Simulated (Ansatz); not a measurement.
CH₇ClSSi₂, SMILES `C[SiH2]S[SiH2]Cl`. The species carries charge 0 and has multiplicity 1. Geometry: relaxed with PBE0-D4/def2-TZVP. It is one conformer, not always the lowest.

```xyz
12

C    -0.457   -0.567   -2.305
Si   -0.440    0.207   -0.612
S     0.769   -1.056    0.647
Si    0.709    0.107    2.413
Cl    1.954    1.741    2.323
H    -0.875   -1.575   -2.266
H    -1.068    0.033   -2.983
H     0.554   -0.627   -2.713
H    -1.808    0.289   -0.036
H     0.142    1.573   -0.640
H     1.174   -0.754    3.520
H    -0.656    0.628    2.652
```

(1) What is the dipole moment at r2SCAN/def2-TZVPP? (An estimate is asked.)

(2) And with PBE, B3LYP, ωB97M-V? (Estimate.)

(3) Give the Mulliken charges with r2SCAN, ωB97M-V, PBE in def2-TZVPP. (An estimate is asked.)

## Answers

(1) Ansatz gave: 1.88 D, with components (-1.28, -0.49, -1.28) D in this frame, pointing from negative to positive charge.

(2) The calculation gave: PBE 1.84 D, B3LYP 1.84 D, ωB97M-V 1.83 D.

(3) Computed: 
```json
{"atom": "C1", "r2SCAN": "-0.31", "ωB97M-V": "-0.45", "PBE": "-0.38"}
{"atom": "Si2", "r2SCAN": "0.40", "ωB97M-V": "0.28", "PBE": "0.31"}
{"atom": "S3", "r2SCAN": "-0.33", "ωB97M-V": "-0.27", "PBE": "-0.27"}
{"atom": "Si4", "r2SCAN": "0.49", "ωB97M-V": "0.32", "PBE": "0.39"}
{"atom": "Cl5", "r2SCAN": "-0.25", "ωB97M-V": "-0.21", "PBE": "-0.21"}
{"atom": "H6", "r2SCAN": "0.09", "ωB97M-V": "0.13", "PBE": "0.12"}
{"atom": "H7", "r2SCAN": "0.08", "ωB97M-V": "0.12", "PBE": "0.11"}
{"atom": "H8", "r2SCAN": "0.09", "ωB97M-V": "0.13", "PBE": "0.12"}
{"atom": "H9", "r2SCAN": "-0.07", "ωB97M-V": "-0.02", "PBE": "-0.05"}
{"atom": "H10", "r2SCAN": "-0.06", "ωB97M-V": "-0.01", "PBE": "-0.04"}
{"atom": "H11", "r2SCAN": "-0.06", "ωB97M-V": "-0.01", "PBE": "-0.04"}
{"atom": "H12", "r2SCAN": "-0.06", "ωB97M-V": "-0.01", "PBE": "-0.04"}
```

B3LYP here is the variant with VWN-RPA as its local correlation; programs differ in this.
